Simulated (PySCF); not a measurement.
## Structure from NMR data

The spectra below were simulated for a compound C5H12Si3.

¹H NMR (600 MHz, computed): δ 5.05 (m, 1H), 4.80 (m, 1H), 4.74 (m, 1H), 4.34 (m, 1H), 4.34 (m, 1H), 1.94 (m, 1H), 1.76 (m, 1H), 1.39 (d, 3H), 0.64 (m, 1H), 0.53 (m, 1H).

¹³C{¹H} NMR (computed): δ 105.6 (CH), 83.7 (C), 18.5 (CH3), 12.9 (CH), -9.8 (CH2).

Computational details: PBE0/pcSseg-1 with gauge-including orbitals, geometry from GFN2-xTB, in PySCF 2.14.0 with density-fitted response routines (no solvent model, equivalent nuclei averaged, single conformer, relativity neglected).

Referencing at the same level of theory: ¹H (σ = 31.72 ppm) and ¹³C (σ = 186.93 ppm) vs TMS.

Q: Propose a structure and justify it.

A: 
The formula gives 3 degrees of unsaturation (1 ring in the answer). 5 carbon signals for 5 carbons: no two carbons are equivalent. Carbon types of the structure: 1 × C, 2 × CH, 1 × CH2, 1 × CH3, leaving 5 H on heteroatoms. δC 105.6: terminal alkyne carbon. δC 83.7: alkyne carbon; sp carbons lie upfield of alkene carbons because the cylindrical π system leaves one tensor component strongly shielded. δC 18.5: methyl carbon; a saturated carbon with 1 carbon neighbour and no heteroatom attached. δC -9.8: sp3 CH2 bonded to 2 Si; an electropositive neighbour leaves it electron-rich and shielded. δH 1.94: hydrogen on a terminal alkyne carbon; it lies on the axis of the triple bond, in its shielding cone. δH 1.76: hydrogen on an sp3 CH bonded to 2 Si. δH 0.64, 0.53: hydrogen on an sp3 CH2 bonded to 2 Si; an electropositive neighbour shields it, as in TMS itself.

The compound is `C#C[SiH2][Si@@H]1C[SiH2][C@H]1C`.

The data come from this structure; uniqueness wasn't tested.

Shifts are as computed. Against solution values, carbons near 30 ppm lie about +3 ppm off and those near 130 ppm about +5 ppm. Of 1309 compounds with measured shifts, 239 miss one by over three times the rms of a fit or turn the order of signals round; such compounds aren't used in these exercises. Multiplicities follow the n + 1 count of equivalent neighbours, as no J values were calculated; m marks all less simple cases, F and P coupling included.
